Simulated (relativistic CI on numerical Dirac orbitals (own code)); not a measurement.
Radial Dirac CI calculation of Tm IV: levels, rates and radial parameters.

Command:

```sh
python run_levels.py task.json out
```

Input:

```
atom Tm  Z=69  charge=3  electrons=66
nucleus A=169  rms_radius_fm=5.2256
hamiltonian dirac-coulomb  breit=on  qed=on  c_scale=1
orbitals kli  potential=per-configuration
slater_scale 0.85
correlation p86
mixing on
configurations
  [Xe] 4f12
  [Xe] 4f11 5d
  [Xe] 4f10 5d2
  [Xe] 4f11 6s
  [Kr] 4d10 4f12 5s2 5p5 5d
  [Xe] 4f11 6p
  [Kr] 4d10 4f14 5s2 5p4
  [Kr] 4d10 4f13 5s2 5p5
  [Xe] 4f11 6d
  [Xe] 4f11 5f
end
```

Hardware: one thread of Neoverse-V1, on a shared host. Rates were computed among at most 60 levels.

How large is the problem, and how long does it take?

6479 determinants at the lowest M give 6479 levels; 105 SCF iterations in all; about 18 s of CPU and 0.35 GiB at the peak.
